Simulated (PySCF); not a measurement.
**Electron correlation in Kr²⁺ (krypton, charge +2)**

[Ar] 3d10 4s2 4p3 5s1, high-spin 5S determinant (an excited configuration). Computed with PySCF 2.14 in aug-cc-pVTZ-DK, with scalar relativity by spin-free X2C-1e. Frozen: [Ar] 3d10; 6 electrons correlated.

```json
{"level": "CCSD", "correlation energy (mhartree)": "-115.07"}
{"level": "(T)", "correlation energy (mhartree)": "-3.46"}
{"level": "CCSD(T)", "correlation energy (mhartree)": "-118.53"}
```

Diagnostics: T1 = 0.0083, D1 = 0.0287, largest double amplitude 0.043.

Question: Is a single reference adequate?

Answer: Yes, within this model without spin-orbit coupling: T1 lies below 0.03 and no double amplitude reaches 0.07.
